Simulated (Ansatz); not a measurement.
Molecule: ethoxy(difluoro)borane, C₂H₅BF₂O (charge 0, singlet). 
Coordinates optimised at B3LYP-D3(BJ)/def2-TZVP (Ansatz, a quantum-chemistry and plane-wave program):
SMILES: CCOB(F)F
```xyz
11

C     -2.1692    -0.4595     0.6482
C     -0.9372    -1.1809     0.1432
O      0.2590    -0.5035     0.5666
B      0.8685     0.4175    -0.1909
F      1.9553     1.0256     0.2649
F      0.4328     0.7602    -1.4053
H     -2.2434     0.5374     0.2107
H     -3.0665    -1.0184     0.3753
H     -2.1395    -0.3622     1.7340
H     -0.8720    -2.1847     0.5621
H     -0.9482    -1.2614    -0.9453
```

Parts of the frozen-core correlation energy in aug-cc-pVTZ (Ansatz, hartree). Frozen orbitals: 6; correlated occupied orbitals by spin: 18 and 18; virtual: 367 and 367. No spin-orbit coupling. Non-relativistic.

```json
[
 {"term": "reference (HF)", "value": "-377.40835"},
 {"term": "MP2 opposite-spin", "value": "-0.90029"},
 {"term": "MP2 same-spin", "value": "-0.29775"},
 {"term": "CCSD correlation", "value": "-1.22230"},
 {"term": "(T)", "value": "-0.04358"},
 {"term": "T1 diagnostic", "value": "0.012"},
 {"term": "largest doubles amplitude", "value": "0.010"}
]
```
